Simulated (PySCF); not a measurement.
Cl₃Si, SMILES Cl[Si](Cl)Cl, multiplicity 2. Atoms are numbered in the order given.

```xyz
4

Cl     1.6705     0.9645    -0.1516
Si     0.0000     0.0000     0.5524
Cl     0.0000    -1.9290    -0.1516
Cl    -1.6705     0.9645    -0.1516
```
Charge 0, spin multiplicity 2.

Geometry optimised at ωB97X-D3(BJ)/def2-SVP. The isomer is the one that the SMILES or the coordinates give; other isomers of the formula were not compared.

Level of theory: CAM-B3LYP/def2-TZVPD (PySCF).

Mulliken values depend strongly on the basis, most of all with diffuse functions as here. ESP charges are fitted to the potential on shells at 1.4 to 2.0 van der Waals radii. Atomic charges (e):

```
atom  ESP fit  meta-Löwdin  Mulliken spin
----  -------  -----------  -------------
Cl1     -0.07        -0.25           0.10
Si2      0.20         0.75           0.71
Cl3     -0.07        -0.25           0.10
Cl4     -0.07        -0.25           0.10
```
